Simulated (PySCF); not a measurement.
Geometries of 2 isomers of C2H7NSSi2, from PySCF 2.14.0, PBE0-D3(BJ)/def2-SVP geometry optimisation, gas phase. One conformer each, no zero-point energy, no frequencies.

Task: Which is lower in electronic energy at this level?
A.
```xyz
13
angstrom
C     -2.868    0.097   -0.278
S     -1.427   -0.718   -1.037
Si     0.187    0.263   -0.036
Si     2.102   -0.692   -0.995
C      3.574    0.085   -0.167
N      4.465    0.596    0.372
H     -2.863    1.179   -0.472
H     -2.909   -0.091    0.804
H     -3.758   -0.342   -0.748
H      0.178    0.022    1.440
H      0.189    1.740   -0.272
H      2.179   -2.160   -0.755
H      2.207   -0.392   -2.451
```
B.
```xyz
13
angstrom
N      3.285    0.805    1.804
C      2.468    0.166    1.288
C      1.415   -0.596    0.650
Si    -0.202    0.396    0.530
S     -1.579   -0.942   -0.432
Si    -3.297    0.353   -0.568
H      1.222   -1.521    1.218
H      1.726   -0.891   -0.366
H      0.018    1.627   -0.282
H     -0.665    0.772    1.895
H     -4.358   -0.453   -1.230
H     -2.979    1.564   -1.379
H     -3.741    0.782    0.791
```

Result: B. That is `N#CC[SiH2]S[SiH3]`, 16.8 kcal/mol below the other.

```json
{"SMILES": "N#CC[SiH2]S[SiH3]", "atoms numbered as above": "[N:1]#[C:2][CH2:3][SiH2:4][S:5][SiH3:6]", "E (Eh)": "-1111.44548", "relative (kcal/mol)": "0.0", "relative (kJ/mol)": "0.0", "dipole (D)": "3.56"}
{"SMILES": "CS[SiH2][SiH2]C#N", "atoms numbered as above": "[CH3:1][S:2][SiH2:3][SiH2:4][C:5]#[N:6]", "E (Eh)": "-1111.41864", "relative (kcal/mol)": "16.8", "relative (kJ/mol)": "70.4", "dipole (D)": "4.06"}
```

As drawn, the higher has an Si–Si bond, which the lower lacks.
